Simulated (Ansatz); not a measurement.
C3H9B (`BCCC`), one more setting.

```yaml
crystal:
  periodic: [false, false, false]
  atoms:
    - {symbol: B, position_ang: [-1.103058, 1.727720, -0.635853]}
    - {symbol: C, position_ang: [-0.534061, 0.289542, -0.559598]}
    - {symbol: C, position_ang: [0.535439, -0.019635, 0.479932]}
    - {symbol: C, position_ang: [0.902525, -1.491916, 0.548444]}
    - {symbol: H, position_ang: [-1.801937, 2.048204, -1.555672]}
    - {symbol: H, position_ang: [-0.906329, 2.528881, 0.235575]}
    - {symbol: H, position_ang: [-0.237463, -0.067017, -1.555518]}
    - {symbol: H, position_ang: [-1.442913, -0.310389, -0.350769]}
    - {symbol: H, position_ang: [0.191562, 0.322993, 1.461614]}
    - {symbol: H, position_ang: [1.432002, 0.569597, 0.258583]}
    - {symbol: H, position_ang: [1.276385, -1.849357, -0.415478]}
    - {symbol: H, position_ang: [0.031903, -2.101813, 0.807394]}
    - {symbol: H, position_ang: [1.676345, -1.681710, 1.296144]}
basis:
  gaussian: {orbitals: def2-mTZVPP}
hamiltonian: {xc: {name: RPBE}}
output: {forces: true}
```

```sh
$ ansatz run in.yaml --threads 2 --pin off --events-out ev --progress --plain --max-ram 4352MiB
```

It prints (some lines left out):

```
Functional definition: RPBE
  name "RPBE"
  cite "Hammer, Hansen & Nørskov, Phys. Rev. B 59, 7413 (1999) doi:10.1103/PhysRevB.59.7413"
  cite "Perdew, Burke & Ernzerhof, Phys. Rev. Lett. 77, 3865 (1996) doi:10.1103/PhysRevLett.77.3865"
  parameter kappa = 0.804
  parameter beta = 0.06672455060314922
  exchange = rpbe_x(kappa = kappa, mu = beta*pi^2/3)
  correlation = pbe_c(beta = beta)
1248 factors; their error is unknown
mean field evaluation 1: about -3921.9415 eV, gradient 7.3e1 eV
mean field evaluation 2: about -3898.4693 eV, gradient 1.2e2 eV
mean field evaluation 4: about -3935.0611 eV, gradient 7.2e0 eV
mean field evaluation 8: about -3935.1523 eV, gradient 3.1e-1 eV
mean field evaluation 16: about -3935.1525 eV, gradient 2.8e-5 eV
mean field -3935.15249289 eV, -144.6141867714 hartree, gradient 2.8e-5 eV, S^2 0.000000; 0 other end points of the search recorded, 0 dependent functions left out
the calculation of the forces begins
reference -3935.15253945 eV, -144.6141884826 hartree; 16, 16 occupied and 105, 105 virtual orbitals, 1248 factors
Total energy: -3935.15253945 eV, -144.6141884826 hartree
Atom 0 at    -1.103058     1.727720    -0.635853 Å, force    -0.076844     0.179538    -0.025269 eV/Å
Atom 1 at    -0.534061     0.289542    -0.559598 Å, force    -0.102364     0.138335    -0.133495 eV/Å
Atom 2 at     0.535439    -0.019635     0.479932 Å, force     0.109455     0.125711     0.147925 eV/Å
Atom 3 at     0.902525    -1.491916     0.548444 Å, force     0.073628    -0.227266     0.027211 eV/Å
Atom 4 at    -1.801937     2.048204    -1.555672 Å, force    -0.111398     0.060311    -0.139719 eV/Å
Atom 5 at    -0.906329     2.528881     0.235575 Å, force     0.017678     0.129661     0.119366 eV/Å
Atom 6 at    -0.237463    -0.067017    -1.555518 Å, force     0.056568    -0.115311    -0.276746 eV/Å
Atom 7 at    -1.442913    -0.310389    -0.350769 Å, force    -0.240056    -0.170631     0.028759 eV/Å
Atom 8 at     0.191562     0.322993     1.461614 Å, force    -0.077732     0.096152     0.267843 eV/Å
Atom 9 at     1.432002     0.569597     0.258583 Å, force     0.239529     0.163788    -0.050916 eV/Å
Atom 10 at     1.276385    -1.849357    -0.415478 Å, force     0.110919    -0.120257    -0.244018 eV/Å
Atom 11 at     0.031903    -2.101813     0.807394 Å, force    -0.213702    -0.186424     0.076166 eV/Å
Atom 12 at     1.676345    -1.681710     1.296144 Å, force     0.214318    -0.073609     0.202894 eV/Å
Dipole moment:     0.044420    -0.146885     0.006662 e Å
```

Hardware: 2 threads of an Arm Neoverse V2 on a shared host. Wall time 1.7 s, peak host memory 0.43 GiB.
